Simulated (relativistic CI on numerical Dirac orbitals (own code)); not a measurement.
Spin-allowed bands of a d7 ion in an octahedral site, by hand

Problem. Take Δ = 13430 cm⁻¹ and B = 790 cm⁻¹ for a high-spin d7 ion in an octahedral site. Calculate the three spin-allowed bands.

Working.
1. The terms of highest spin are 4F (energy 0) and 4P (15B = 11850 cm⁻¹). Here the F term splits into A2 at +1.2Δ = 16116, T2 at +0.2Δ = 2686 and T1 at −0.6Δ = -8058 cm⁻¹.
2. The two T1 states mix through the element 0.4Δ: H = [[-8058, 5372], [5372, 11850]], with roots ½(H₁₁ + H₂₂) ∓ ½√[(H₂₂ − H₁₁)² + 4H₁₂²] = ½(3792) ∓ ½(22622) = -9415 and 13207 cm⁻¹.
3. The ground term is 4T1 at -9415 cm⁻¹.
4. Bands: 4T2 12101 cm⁻¹ (826 nm), 4T1(P) 22622 cm⁻¹ (442 nm), 4A2 25531 cm⁻¹ (392 nm).

Check. Exact diagonalisation of the whole d7 shell with these parameters gives 4T2 12101, 4T1 22622, 4A2 25531 cm⁻¹. The match is exact, since without spin-orbit coupling no other term has this spin. The ratio of the second band to the first, 1.869, depends on Δ/B = 17.0 alone, which is how a Tanabe-Sugano diagram is read.
